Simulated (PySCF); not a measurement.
Al(Me)2(F) cation (C2H6AlF), SMILES [CH3][Al]([CH3])[F] (connectivity only; charge and spin as stated), charge +1, multiplicity 2.

Geometry: PBE0-D3(BJ)/def2-SVP. The spin state was assumed, not searched. The isomer is the one that the SMILES or the coordinates give; other isomers of the formula were not compared.

These are PBE0-D3(BJ)/def2-SVP in PySCF 2.14.0 values and carry that method's errors.

Frequencies are harmonic and unscaled.

A small imaginary wavenumber (i) marks a very flat motion, where grid noise or a shallow saddle decides the sign.

```json
[
 {"mode": "1", "ν (cm⁻¹)": "18i", "IR (km/mol)": "0.9", "moving atoms (share of kinetic energy)": "H 92 %"},
 {"mode": "2", "ν (cm⁻¹)": "51", "IR (km/mol)": "0.0", "moving atoms (share of kinetic energy)": "H 97 %"},
 {"mode": "3", "ν (cm⁻¹)": "63", "IR (km/mol)": "8.1", "moving atoms (share of kinetic energy)": "F 39 %, Al 34 %, H 16 %, C 11 %"},
 {"mode": "4", "ν (cm⁻¹)": "138", "IR (km/mol)": "0.7", "moving atoms (share of kinetic energy)": "C 53 %, H 26 %, Al 13 %, F 8 %"},
 {"mode": "5", "ν (cm⁻¹)": "166", "IR (km/mol)": "26.0", "moving atoms (share of kinetic energy)": "Al 56 %, H 18 %, F 17 %, C 9 %"},
 {"mode": "6", "ν (cm⁻¹)": "385", "IR (km/mol)": "129.4", "moving atoms (share of kinetic energy)": "C 69 %, Al 20 %"},
 {"mode": "7", "ν (cm⁻¹)": "463", "IR (km/mol)": "30.8", "moving atoms (share of kinetic energy)": "C 63 %, H 21 %, F 9 %"},
 {"mode": "8", "ν (cm⁻¹)": "545", "IR (km/mol)": "26.9", "moving atoms (share of kinetic energy)": "H 87 %, C 10 %"},
 {"mode": "9", "ν (cm⁻¹)": "611", "IR (km/mol)": "15.0", "moving atoms (share of kinetic energy)": "H 81 %, C 12 %"},
 {"mode": "10", "ν (cm⁻¹)": "626", "IR (km/mol)": "40.4", "moving atoms (share of kinetic energy)": "H 85 %, C 11 %"},
 {"mode": "11", "ν (cm⁻¹)": "653", "IR (km/mol)": "54.3", "moving atoms (share of kinetic energy)": "H 85 %, C 12 %"},
 {"mode": "12", "ν (cm⁻¹)": "940", "IR (km/mol)": "313.8", "moving atoms (share of kinetic energy)": "H 63 %, F 16 %, Al 16 %"},
 {"mode": "13", "ν (cm⁻¹)": "956", "IR (km/mol)": "188.3", "moving atoms (share of kinetic energy)": "F 35 %, Al 35 %, H 29 %"},
 {"mode": "14", "ν (cm⁻¹)": "1151", "IR (km/mol)": "26.0", "moving atoms (share of kinetic energy)": "H 79 %, C 19 %"},
 {"mode": "15", "ν (cm⁻¹)": "1330", "IR (km/mol)": "15.4", "moving atoms (share of kinetic energy)": "H 92 %, C 8 %"},
 {"mode": "16", "ν (cm⁻¹)": "1340", "IR (km/mol)": "17.8", "moving atoms (share of kinetic energy)": "H 93 %"},
 {"mode": "17", "ν (cm⁻¹)": "1383", "IR (km/mol)": "7.8", "moving atoms (share of kinetic energy)": "H 93 %"},
 {"mode": "18", "ν (cm⁻¹)": "1387", "IR (km/mol)": "8.7", "moving atoms (share of kinetic energy)": "H 94 %"},
 {"mode": "19", "ν (cm⁻¹)": "3028", "IR (km/mol)": "118.9", "moving atoms (share of kinetic energy)": "H 98 %"},
 {"mode": "20", "ν (cm⁻¹)": "3032", "IR (km/mol)": "17.7", "moving atoms (share of kinetic energy)": "H 98 %"},
 {"mode": "21", "ν (cm⁻¹)": "3181", "IR (km/mol)": "43.9", "moving atoms (share of kinetic energy)": "H 90 %, C 10 %"},
 {"mode": "22", "ν (cm⁻¹)": "3185", "IR (km/mol)": "31.2", "moving atoms (share of kinetic energy)": "H 90 %, C 10 %"},
 {"mode": "23", "ν (cm⁻¹)": "3232", "IR (km/mol)": "30.3", "moving atoms (share of kinetic energy)": "H 90 %, C 10 %"},
 {"mode": "24", "ν (cm⁻¹)": "3257", "IR (km/mol)": "32.7", "moving atoms (share of kinetic energy)": "H 90 %, C 10 %"}
]
```
